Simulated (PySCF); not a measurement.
A small calculation by hand: chemical shift, span and skew from a shielding tensor

Si(Cl)(Br)(Me)(OH) (CH4BrClOSi), SMILES C[Si](O)(Cl)Br. Atoms are numbered in the order given.

```xyz
9

C      2.0217     0.0866    -1.0507
Si     0.2050    -0.0252    -0.6855
O     -0.4604    -1.1686    -1.6953
Cl    -0.7191     1.8178    -0.9814
Br    -0.1388    -0.5917     1.4602
H      2.5049    -0.8939    -0.8705
H      2.4980     0.8456    -0.4007
H      2.1745     0.3748    -2.1099
H     -1.4122    -1.3384    -1.5779
```

The structure is a stationary point at PBE-D3(BJ)/def2-SVP. This is a generated structure with no PubChem entry under its InChIKey; it may be hypothetical. The values are those of a single conformer.

GIAO shieldings from HF/pcSseg-1 (PySCF), non-relativistic, no solvent. The symmetric part of the tensor of Si2 has the principal values 350.5, 362.0, 415.3 ppm. The same nucleus in TMS has σ = 393.8 ppm at this level (PySCF, at its B3LYP-D3(BJ)/def2-TZVP geometry). Without spin–orbit terms, shifts of atoms bonded to Cl or Br come out too high.

Question: Work out the isotropic shielding, the ²⁹Si shift against TMS, the span and the skew.

Answer: 
σ(iso) = (σ11 + σ22 + σ33)/3 = 375.9 ppm. δ = σ(ref) − σ(iso) = 393.8 − (375.9) = 17.9 ppm.
Span Ω = σ33 − σ11 = 64.8 ppm. Skew κ = 3(σ(iso) − σ22)/Ω = 0.65. Tumbling in solution averages the tensor to δ; in a static solid the shielding alone would spread this spin-1/2 line over Ω.
